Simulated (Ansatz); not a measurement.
Species: Br4Si, SMILES `Br[Si](Br)(Br)Br` (charge 0, multiplicity 1).

Task: Give a relaxed geometry from B3LYP-D3(BJ)/def2-TZVP (Ansatz, a first-principles code).

Result: the end point of this relaxation (outside a Z-matrix the atoms follow the SMILES, hydrogens last).
Bonded distances (Å): Br1–Si2 2.209, Si2–Br3 2.209, Si2–Br4 2.209, Si2–Br5 2.209. Bond angles (°): Br1–Si2–Br3 109.5, Br1–Si2–Br4 109.5, Br1–Si2–Br5 109.5, Br3–Si2–Br4 109.5, Br3–Si2–Br5 109.5, Br4–Si2–Br5 109.5.
